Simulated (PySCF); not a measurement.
Molecule: SMILES O=C[C@@H]1CC=NCC1, C$_{6}$H$_{9}$NO.

Bonds (- single, = double, # triple, : aromatic): O1=C2, C2-C3, C3-C4, C4-C5, C5=N6, N6-C7, C7-C8, C8-C3. C2 carries H9; C3 carries H10; C4 carries H11, H12; C5 carries H13; C7 carries H14, H15; C8 carries H16, H17. Stereochemistry as in O=C[C@@H]1CC=NCC1. H11, H14, H16 are cis to C2 on the ring; H12, H15, H17 are trans to C2 on the ring.

Frames of a GFN2-xTB Langevin trajectory at 400 K; GIAO PBE0/pcSseg-1 shieldings in PySCF 2.14, gas phase, non-relativistic; equivalent atoms averaged within each frame.

δ = σ(ref) − σ, references computed at the same level: 17O (σref 336.08) vs H2O; 13C (σref 186.93), 1H (σref 31.72) against TMS; NH3 for 15N (σref 267.73). The references are static minima.

Task: How do the shifts (ppm) fluctuate along the trajectory?

Result: 
| time (fs) | O1 | C2 | C5 | C7 | C3 | C4 | C8 | N6 | H9 | H13 |
| --- | --- | --- | --- | --- | --- | --- | --- | --- | --- | --- |
| optimised geometry | 701.1 | 208.3 | 164.8 | 49.7 | 46.3 | 28.6 | 25.6 | 375.9 | 10.06 | 7.81 |
| 250 | 695.1 | 208.0 | 159.9 | 46.3 | 45.3 | 22.9 | 17.1 | 379.0 | 10.24 | 8.01 |
| 425 | 689.2 | 209.8 | 164.8 | 48.3 | 55.0 | 29.9 | 28.7 | 388.7 | 10.58 | 8.46 |
| 625 | 733.9 | 224.6 | 161.0 | 48.2 | 43.1 | 35.3 | 31.3 | 351.2 | 11.09 | 7.73 |
| 800 | 694.5 | 211.6 | 164.7 | 51.3 | 41.2 | 32.2 | 28.2 | 377.2 | 10.04 | 8.96 |
| 1000 | 763.5 | 225.5 | 161.4 | 45.6 | 51.4 | 28.7 | 17.6 | 392.4 | 10.87 | 8.65 |
| mean of frames | 715.2 | 215.9 | 162.4 | 47.9 | 47.2 | 29.8 | 24.6 | 377.7 | 10.56 | 8.36 |
| standard deviation | 32.4 | 8.5 | 2.3 | 2.2 | 5.8 | 4.6 | 6.7 | 16.1 | 0.43 | 0.49 |

5 frames give an uncertainty of the mean of about the standard deviation over 2.2 at best, since frames this close in time may not be independent; classical motion lacks zero-point vibration, and the reference would need the same averaging.
